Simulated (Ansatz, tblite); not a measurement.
Removing and adding an electron: B(SiH3)3 (Si3BH9). The state is a singlet with charge 0. Geometry: r2SCAN-D4/def2-SVP. Ansatz, gas phase; energy differences of separate SCF runs; the oxidised species was run as a doublet alone; the reduced species was run as a doublet alone.

Cartesian coordinates in Å:
```
B 0.004 0.010 -0.001
Si 1.852 -0.761 0.166
H 2.620 -0.914 -1.108
H 1.737 -2.113 0.810
H 2.652 0.103 1.097
Si -0.746 0.443 -1.814
H 0.237 1.267 -2.592
H -2.067 1.145 -1.830
H -0.903 -0.861 -2.542
Si -1.100 0.329 1.646
H -0.490 -0.103 2.942
H -2.430 -0.351 1.501
H -1.366 1.805 1.725
```

The xTB rows come from tblite. Correlated methods freeze 16 core orbitals. HOMO above LUMO, or a gap near zero within one spin, warns that the state may not be the lowest or that an electron is smeared out.

**Question.** Estimate orbital energies and vertical ionisation energies and electron affinities at: GFN1-xTB; GFN2-xTB; HF/def2-TZVP; PBE-D4/def2-TZVP; PBE-D4/def2-TZVPD; r2SCAN-D4/def2-TZVP; r2SCAN-D4/def2-TZVPD; PBE0-D4/def2-TZVP; PBE0-D4/def2-TZVPD; MP2/def2-TZVP; CCSD/def2-TZVP; CCSD(T)/def2-TZVP.

**Answer.** 
| level | −HOMO (eV) | vertical IE (eV) | −LUMO (eV) | vertical EA (eV) | HOMO–LUMO gap (eV) | IE − EA (eV) | remarks |
| --- | --- | --- | --- | --- | --- | --- | --- |
| GFN1-xTB | 11.38 | 13.63 | 9.89 | 7.25 | 1.49 | 6.38 | – |
| GFN2-xTB | 10.00 | 12.52 | 8.13 | 5.08 | 1.87 | 7.44 | – |
| HF/def2-TZVP | 10.78 | 9.31 | -0.35 | – | 11.13 | – | – |
| PBE-D4/def2-TZVP | 6.88 | 9.48 | 4.13 | – | 2.75 | – | gap within one spin near zero (+1 doublet) |
| PBE-D4/def2-TZVPD | 6.89 | – | 4.14 | 1.79 | 2.75 | – | HOMO above zero (-1 doublet) |
| r2SCAN-D4/def2-TZVP | 7.14 | 9.60 | 3.94 | – | 3.20 | – | – |
| r2SCAN-D4/def2-TZVPD | 7.14 | – | 3.94 | 1.84 | 3.20 | – | HOMO above zero (-1 doublet) |
| PBE0-D4/def2-TZVP | 8.04 | 9.78 | 3.25 | – | 4.79 | – | – |
| PBE0-D4/def2-TZVPD | 8.04 | – | 3.25 | 1.79 | 4.79 | – | – |
| MP2/def2-TZVP | – | 10.05 | – | – | – | – | – |
| CCSD/def2-TZVP | – | 9.96 | – | – | – | – | – |
| CCSD(T)/def2-TZVP | – | 9.95 | – | – | – | – | – |

   A HOMO above zero means that the electron is unbound at that level or that self-interaction error raises the level; the energy of removing that electron tells which. Raw xTB energy differences between charge states are shifted by several eV; the methods need an empirical correction for them.
